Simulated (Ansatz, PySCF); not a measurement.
Process, species as SMILES: C=CF [fluoroethene] + C (CH4) -> C=C (C2H4) [ethene] + CF (CH3F)
Structures are relaxed separately at B3LYP-D3(BJ)/def2-TZVP in Ansatz (a quantum-chemistry and plane-wave program).
Geometry of the first species:
```
C
C 1 1.3174
F 1 1.3475 2 122.16
H 2 1.0798 1 119.40 3 180.00
H 2 1.0810 4 119.01 1 180.00
H 1 1.0823 2 126.09 4 0.00
```
Charge 0, spin multiplicity 1.

Wanted: bond separation energy (electronic energy difference), in eV. Correlated levels leave the core frozen unless marked. No spin-orbit coupling. Non-relativistic. FCI takes restricted orbitals. CBS(X,Y): correlation extrapolated as X^-3; Hartree-Fock from the larger set. [CCSD(T)-MP2]/basis is that difference in the basis named.

```tsv
level	program	bond separation energy (eV)
RI-HF/aug-cc-pVQZ	Ansatz	0.22
RI-HF/cc-pVQZ	Ansatz	0.23
PBE/def2-TZVPD	Ansatz	0.39
TPSS-D4/def2-TZVPD	PySCF + dftd4	0.33
M06-L/def2-TZVPD	PySCF	0.41
B97M-V/def2-TZVPD	Ansatz	0.40
PBE0-D3(BJ)/def2-TZVP	Ansatz + dftd3	0.38
```

### Question
Estimate the value at RI-MP2/CBS(aug-cc-pVTZ,aug-cc-pVQZ)+[CCSD(T)-MP2]/aug-cc-pVTZ as computed with Ansatz.

### Answer
0.30 eV, so PBE0-D3(BJ)/def2-TZVP differs from it by 0.08 eV.
